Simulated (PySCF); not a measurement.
A geometry optimisation, step by step.

Species: C2H8GeOS.
SMILES with atom numbers: `[CH3:1][O:2][GeH2:3][S:4][CH3:5]` (hydrogens: H6, H7, H8 on C1; H9, H10 on Ge3; H11, H12, H13 on C5)

Method: PySCF, PBE0-D3(BJ)/def2-SVP geometry optimisation, gas phase; density fitting, grid level 1; the optimiser is geomeTRIC in internal coordinates, started from a GFN2-xTB structure with every atom displaced at random (about 0.01 Å). The frame can shift and turn from step to step; on so coarse a grid that alone can change the energy by a few meV, and forces under 0.02 eV/Å are noise.

Step 0: E = -71576.5420 eV, largest atomic force 2.107 eV/Å
```
atom  x, y, z in Å  |  force x, y, z in eV/Å
C1     -1.981   -0.539    0.054   -0.573   2.001  -0.329
O2     -1.187    0.554    0.463   -0.386  -0.644   0.315
Ge3    -0.003    1.401   -0.521    0.811  -0.338   0.645
S4      1.570   -0.033   -1.245   -0.532   0.329  -0.091
C5      2.025   -0.760    0.355   -0.677   1.467   0.178
H6     -2.776   -0.170   -0.649    0.286  -0.440   0.256
H7     -2.472   -0.918    0.944   -0.238  -0.431   0.363
H8     -1.405   -1.300   -0.437    0.534  -0.875  -0.431
H9      0.491    2.357    0.572    0.253   0.104  -0.147
H10    -0.622    2.082   -1.696   -0.306   0.314  -0.794
H11     2.526   -0.004    0.973    0.168  -0.077   0.090
H12     1.159   -1.129    0.895   -0.396  -0.202   0.160
H13     2.680   -1.558    0.133    1.055  -1.209  -0.214
```

Step 1: E = -71576.7002 eV, largest atomic force 0.535 eV/Å
```
atom  x, y, z in Å  |  force x, y, z in eV/Å
C1     -1.948   -0.487    0.031   -0.007  -0.266   0.006
O2     -1.209    0.567    0.574    0.356   0.338  -0.214
Ge3    -0.002    1.416   -0.453   -0.260   0.013   0.055
S4      1.406   -0.099   -1.230    0.031   0.007  -0.023
C5      1.965   -0.769    0.368    0.118  -0.242  -0.070
H6     -2.703   -0.143   -0.700   -0.033   0.028  -0.040
H7     -2.483   -0.982    0.860   -0.008  -0.049  -0.079
H8     -1.311   -1.246   -0.477   -0.107   0.162   0.115
H9      0.673    2.409    0.511   -0.075  -0.086  -0.030
H10    -0.658    2.088   -1.690    0.052  -0.114   0.186
H11     2.540   -0.027    0.935    0.052   0.059   0.040
H12     1.115   -1.117    0.971    0.010   0.000  -0.009
H13     2.622   -1.627    0.138   -0.129   0.150   0.063
```

Step 2: E = -71576.7106 eV, largest atomic force 0.082 eV/Å
```
atom  x, y, z in Å  |  force x, y, z in eV/Å
C1     -1.979   -0.476    0.023   -0.023  -0.045  -0.048
O2     -1.217    0.566    0.568    0.054   0.037  -0.045
Ge3    -0.009    1.398   -0.450   -0.054  -0.042   0.045
S4      1.418   -0.110   -1.222    0.003   0.016   0.008
C5      2.005   -0.767    0.374    0.033  -0.011  -0.004
H6     -2.728   -0.113   -0.707    0.003   0.009   0.009
H7     -2.522   -0.980    0.838    0.013   0.016   0.000
H8     -1.353   -1.232   -0.491   -0.011   0.019   0.022
H9      0.648    2.387    0.518    0.009   0.003   0.023
H10    -0.667    2.058   -1.676   -0.003  -0.022  -0.010
H11     2.586   -0.016    0.928   -0.002   0.000  -0.004
H12     1.166   -1.115    0.992   -0.002   0.004   0.002
H13     2.659   -1.620    0.145   -0.022   0.017   0.002
```

Step 3: E = -71576.7117 eV, largest atomic force 0.030 eV/Å
```
atom  x, y, z in Å  |  force x, y, z in eV/Å
C1     -2.000   -0.474    0.012   -0.025   0.013  -0.008
O2     -1.225    0.555    0.563    0.000  -0.019   0.002
Ge3    -0.012    1.384   -0.444    0.007   0.002   0.017
S4      1.425   -0.114   -1.215   -0.004   0.013   0.005
C5      2.030   -0.759    0.379    0.003   0.024   0.006
H6     -2.747   -0.095   -0.713    0.006   0.001   0.005
H7     -2.547   -0.975    0.826   -0.002   0.000   0.002
H8     -1.385   -1.232   -0.507    0.012  -0.010  -0.004
H9      0.639    2.373    0.531    0.004  -0.003   0.006
H10    -0.667    2.039   -1.673   -0.004  -0.001  -0.026
H11     2.616   -0.003    0.921   -0.002  -0.004  -0.004
H12     1.198   -1.104    1.009   -0.001   0.001   0.002
H13     2.681   -1.612    0.148    0.006  -0.015  -0.002
```

Step 4: E = -71576.7122 eV, largest atomic force 0.038 eV/Å
```
atom  x, y, z in Å  |  force x, y, z in eV/Å
C1     -2.020   -0.474    0.001   -0.001   0.029   0.003
O2     -1.234    0.543    0.560   -0.014  -0.029   0.019
Ge3    -0.015    1.373   -0.437    0.010   0.014  -0.012
S4      1.430   -0.117   -1.207   -0.002   0.002   0.004
C5      2.052   -0.750    0.386   -0.006   0.018   0.003
H6     -2.762   -0.080   -0.720    0.001  -0.004  -0.004
H7     -2.571   -0.976    0.812   -0.002  -0.002   0.001
H8     -1.411   -1.235   -0.523    0.008  -0.013  -0.009
H9      0.631    2.359    0.544   -0.002  -0.002   0.002
H10    -0.665    2.024   -1.672    0.002   0.002  -0.007
H11     2.645    0.010    0.914    0.001  -0.002  -0.001
H12     1.227   -1.088    1.027   -0.001   0.000   0.001
H13     2.699   -1.606    0.155    0.007  -0.013   0.000
```

Step 5: E = -71576.7123 eV, largest atomic force 0.022 eV/Å
```
atom  x, y, z in Å  |  force x, y, z in eV/Å
C1     -2.027   -0.476   -0.007    0.007   0.014   0.005
O2     -1.239    0.535    0.559   -0.008  -0.016   0.013
Ge3    -0.018    1.368   -0.433    0.004   0.009  -0.014
S4      1.432   -0.117   -1.201    0.002  -0.001   0.002
C5      2.062   -0.744    0.391   -0.004   0.004   0.001
H6     -2.766   -0.077   -0.728    0.000  -0.003  -0.006
H7     -2.583   -0.979    0.800   -0.003  -0.003  -0.003
H8     -1.420   -1.238   -0.532    0.002  -0.005  -0.004
H9      0.625    2.353    0.551   -0.004   0.001   0.000
H10    -0.663    2.019   -1.671    0.002   0.003   0.003
H11     2.660    0.017    0.912    0.002   0.000   0.001
H12     1.239   -1.076    1.038    0.000   0.001   0.000
H13     2.705   -1.604    0.161    0.001  -0.003   0.002
```

Task: Summarise the path.

Result: The energy falls by 16.43 kJ/mol from step 0 to step 5; nine tenths of that is first reached at step 1. It falls at every step. The largest force goes from 2.107 to 0.022 eV/Å. Among the bonds Ge3–H10 changes most, from 1.493 to 1.540 Å; the atoms move by 0.123 Å rms after alignment.

Task: Follow the three bonds and two angles with the largest change from start to end.

Result: 
| step | E above end (kJ/mol) | largest force (eV/Å) | Ge3–H10 (Å) | C5–H13 (Å) | Ge3–S4 (Å) | O2–Ge3–H9 (°) | C1–O2–Ge3 (°) |
| --- | --- | --- | --- | --- | --- | --- | --- |
| 0 | 16.43 | 2.107 | 1.493 | 1.056 | 2.248 | 96.8 | 126.2 |
| 1 | 1.17 | 0.535 | 1.553 | 1.105 | 2.210 | 104.0 | 119.3 |
| 2 | 0.17 | 0.082 | 1.540 | 1.099 | 2.214 | 103.3 | 119.5 |
| 3 | 0.05 | 0.030 | 1.539 | 1.098 | 2.214 | 103.3 | 119.7 |
| 4 | 0.01 | 0.038 | 1.540 | 1.098 | 2.214 | 103.3 | 119.9 |
| 5 | 0.00 | 0.022 | 1.540 | 1.098 | 2.213 | 103.3 | 119.9 |

The cost below is that of the whole optimisation. The run took 46 s on Arm Neoverse V1, one thread, shared host, and the process peaked at 0.56 GiB of memory.
